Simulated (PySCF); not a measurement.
Ge(F)(Br)(OH)2 (BrFGeH2O2), SMILES [OH][Ge]([OH])([F])[Br]. Atoms are numbered in the order given.

```xyz
7

O     -0.9186     1.8314     0.5678
Ge    -0.5447     0.1245     0.3644
O     -1.9398    -0.6545    -0.3507
F     -0.2302    -0.5206     1.9453
Br     1.2973    -0.3077    -0.9131
H     -0.2673     2.3070     1.1028
H     -2.7675    -0.2511    -0.0492
```
Charge 0, spin multiplicity 1.

Geometry: B3LYP-D3(BJ)/def2-SVP. The structure was generated by enumeration, and PubChem lists no compound with its InChIKey, so it may never have been made. One conformer was computed; it need not be the lowest.

These are B3LYP/def2-TZVP (PySCF) values and carry that method's errors.

The molecule is in vacuum.

```yaml
total_energy: -4902.98335 hartree
highest_occupied_level: -8.78 eV
lowest_empty_level: -1.73 eV
orbital_gap: 7.05 eV
dipole_moment: 1.75 D
quadrupole, principal values (traceless, Buckingham form, about the centre of nuclear charge): -8.81, 2.24, 6.56 D·Å
mean_static_polarisability: 52.4 bohr³ (7.76 Å³)
polarisability_principal_values: 43.5, 48.2, 65.4 bohr³
```
